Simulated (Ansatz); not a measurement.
Two shapes of singlet H8.

Shape 1:

```xyz
8

H     1.2150    0.0000    0.3330
H     0.0000    1.2150    0.3330
H    -1.2150    0.0000    0.3330
H     0.0000   -1.2150    0.3330
H     1.2150    0.0000   -0.3330
H     0.0000    1.2150   -0.3330
H    -1.2150    0.0000   -0.3330
H     0.0000   -1.2150   -0.3330
```

Shape 2:

```xyz
8

H     1.3095    0.0000    0.3589
H     0.0000    1.3095    0.3589
H    -1.3095    0.0000    0.3589
H     0.0000   -1.3095    0.3589
H     1.3095    0.0000   -0.3589
H     0.0000    1.3095   -0.3589
H    -1.3095    0.0000   -0.3589
H     0.0000   -1.3095   -0.3589
```

Basis set: 6-31G (spherical functions). All electrons are correlated. Charge 0, multiplicity 1.

Computed with Ansatz (development build ahead of 0.2.0); each method stands on the lowest determinant of its kind that the runs found.

Task: Which shape is lower in energy, and by how much in each method?

Result:

```json
{"method": "RHF", "E(2) − E(1) (eV)": "-1.293"}
{"method": "RHF-MP2", "E(2) − E(1) (eV)": "-1.336"}
```

Shape 2 is lower. Caution: no unrestricted run beside it, a lower state can exist.
